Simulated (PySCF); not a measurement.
## Finite-field polarisability of Br (bromine, neutral)

[Ar] 3d10 4s2 4p5, 2P determinant. Computed with PySCF 2.14 in dyall-av2z, with the non-relativistic Hamiltonian (point nucleus). Frozen: [Ar] 3d10. Energy changes in a uniform field (μhartree):

```json
{"axis": "x", "F (au)": "0.0034", "HF": "-99.954", "MP2": "-100.157", "CCSD": "-100.601", "CCSD(T)": "-100.870"}
{"axis": "x", "F (au)": "0.0068", "HF": "-399.854", "MP2": "-400.674", "CCSD": "-402.450", "CCSD(T)": "-403.526"}
{"axis": "y", "F (au)": "0.0032", "HF": "-101.005", "MP2": "-102.699", "CCSD": "-103.479", "CCSD(T)": "-103.929"}
{"axis": "y", "F (au)": "0.0064", "HF": "-404.112", "MP2": "-410.899", "CCSD": "-414.021", "CCSD(T)": "-415.824"}
```

By symmetry the remaining axis equals y.

Problem. Derive α along x at CCSD(T) from the two fields.

Solution. With ΔE = −αF²/2 − γF⁴/24, α = −(16 ΔE(F) − ΔE(2F))/(6F²) = 17.45 bohr³.

Problem. And the mean polarisability at each level?

Solution. The components xx, yy, zz at CCSD(T) are 17.45, 20.30, 20.30, the third axis being equal by symmetry to one of the two computed. Means: HF 18.91, MP2 19.15, CCSD 19.27, CCSD(T) 19.35 bohr³. Reference: 21 ± 1 bohr³ (recommended; Schwerdtfeger and Nagle, table of static dipole polarizabilities (2023 update)).

CCSD(T) lies more than 5 % below the reference, which points to too few diffuse and polarisation functions.

A double-zeta set is small for polarisabilities.
